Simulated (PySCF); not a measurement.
Compound: C₃H₈FNSi.
SMILES: `FCC/C=N/[SiH3]`

Torsions of this conformer, `[F:1][CH2:2][CH2:3]/[CH:4]=[N:5]/[SiH3:6]`: F1–C2–C3–C4 -179°, C2–C3–C4–N5 0°.

The closed-shell ground state was solved at several levels (PySCF, density fitting, gas phase, non-relativistic). The structure is a single PBE0-D3(BJ)/def2-SVP conformer in the gas phase; no vibrational or solvent corrections.

```json
{"level": "PBE0/cc-pVDZ", "basis functions": "128", "total energy (Eh)": "-562.7847", "HOMO (eV)": "-7.16", "LUMO (eV)": "-0.60", "gap (eV)": "6.56", "dipole (D)": "1.77"}
{"level": "CAM-B3LYP/pcSseg-1", "basis functions": "149", "total energy (Eh)": "-563.0618", "HOMO (eV)": "-8.75", "LUMO (eV)": "0.44", "gap (eV)": "9.19", "dipole (D)": "2.14"}
{"level": "BHandHLYP/pcSseg-1", "basis functions": "149", "total energy (Eh)": "-563.0188", "HOMO (eV)": "-8.72", "LUMO (eV)": "0.44", "gap (eV)": "9.16", "dipole (D)": "2.24"}
{"level": "PBE0/def2-TZVP", "basis functions": "240", "total energy (Eh)": "-562.8969", "HOMO (eV)": "-7.33", "LUMO (eV)": "-0.84", "gap (eV)": "6.49", "dipole (D)": "1.86"}
{"level": "mPW1PW91/pcSseg-1", "basis functions": "149", "total energy (Eh)": "-563.1109", "HOMO (eV)": "-7.39", "LUMO (eV)": "-0.82", "gap (eV)": "6.57", "dipole (D)": "2.07"}
```

Problem. Estimate the row for wB97X-D/pcSseg-1, a basis of 149 functions; the other rows only guide the guess.

Solution. Total energy -563.0766 Eh, HOMO -9.26 eV, LUMO 1.04 eV, gap 10.30 eV, dipole 2.12 D.

Problem. Over all these levels, which gives the widest orbital gap and which the narrowest?

Solution. wB97X-D/pcSseg-1 (range-separated hybrid) has the widest, 10.30 eV, and PBE0/def2-TZVP (global hybrid, 25 % exact exchange) the narrowest, 6.49 eV. Functional and basis both differ between the two, so the spread mixes both effects.

Problem. How far do the dipole and the HOMO energy spread over the levels?

Solution. The dipole runs from 1.77 to 2.24 D (mean 2.03 D) and the HOMO from -9.26 to -7.16 eV.

Note: wB97X-D ran without an empirical dispersion term, which enters the total energy and its gradient alone.
